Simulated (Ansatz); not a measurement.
One change: `N=C(O)Br` becomes `N=CO`.

Ansatz, PBE0-D4/def2-TZVP geometries, multiplicity 1. Each molecule was computed in one conformer, which needn't be the lowest.

Scalar relativity is left out up to krypton.

```
                                      property  `N=C(O)Br`
size of the dipole moment (PBE/def2-TZVPP) / D        3.00
         HOMO energy (ωB97M-V/def2-TZVPP) / eV      -10.46
zero-point energy (PBE0-D4/def2-TZVP) / kJ/mol        94.6
           HOMO–LUMO gap (PBE/def2-TZVPP) / eV        5.46
             HOMO energy (PBE/def2-TZVPP) / eV       -6.78
         LUMO energy (ωB97M-V/def2-TZVPP) / eV        1.36
```

(1) Give the same properties after the change, and the shifts. (Estimate.)

Results:

(1) The calculation gave: 
```csv
property,`N=CO`,shift
size of the dipole moment (PBE/def2-TZVPP) / D,0.90,-2.10
HOMO energy (ωB97M-V/def2-TZVPP) / eV,-10.53,-0.07
zero-point energy (PBE0-D4/def2-TZVP) / kJ/mol,121.9,27.3
HOMO–LUMO gap (PBE/def2-TZVPP) / eV,6.00,0.54
HOMO energy (PBE/def2-TZVPP) / eV,-6.69,0.09
LUMO energy (ωB97M-V/def2-TZVPP) / eV,2.74,1.38
```

Dipoles are sizes alone; their direction can turn.

Spin–orbit coupling is left out; it splits and shifts lone-pair levels of the heavy atoms by tenths of an eV.
